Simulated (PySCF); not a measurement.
Gas-phase reaction: 4 Sn(OH)₂ → 2 SnH₄ + 2 SnO + 3 O₂

Method: PySCF energies plus ideal-gas RRHO corrections (1 bar). † marks an energy on the PBE0/def2-TZVP geometry and frequencies; other levels use their own. Open shells (unrestricted): O₂ (multiplicity 3); the rest are closed-shell singlets. Sn: scalar-relativistic def2 core potential, no spin-orbit coupling. Sn(OH)₂: computed as isolated molecules; such fragments, hydroxides, amides, oligomers or adducts are transient or little studied in the gas. The harmonic model lacks anharmonicity and excited electronic states, which grow with temperature; levels with a mode under 35 cm⁻¹ are left out. Internal rotation in Sn(OH)₂ is treated as a harmonic vibration of one conformer, which makes the entropy rough.

```csv
level,"ΔE electronic, kJ","ΔH°(298 K), kJ","ΔS°(298 K), J/K","ΔG°(600 K), kJ"
BLYP/def2-TZVP†,1801,1718,356,1508
HF/def2-TZVP†,1749,1666,356,1457
M06-2X/def2-TZVP†,2065,1982,356,1773
PBE0/def2-TZVP,1852,1769,356,1559
LDA/def2-TZVP†,1978,1895,356,1685
ωB97M-V/def2-TZVP†,1934,1851,356,1641
```
ΔH° is lowest at HF/def2-TZVP† and highest at M06-2X/def2-TZVP†. No reference value is set beside these.
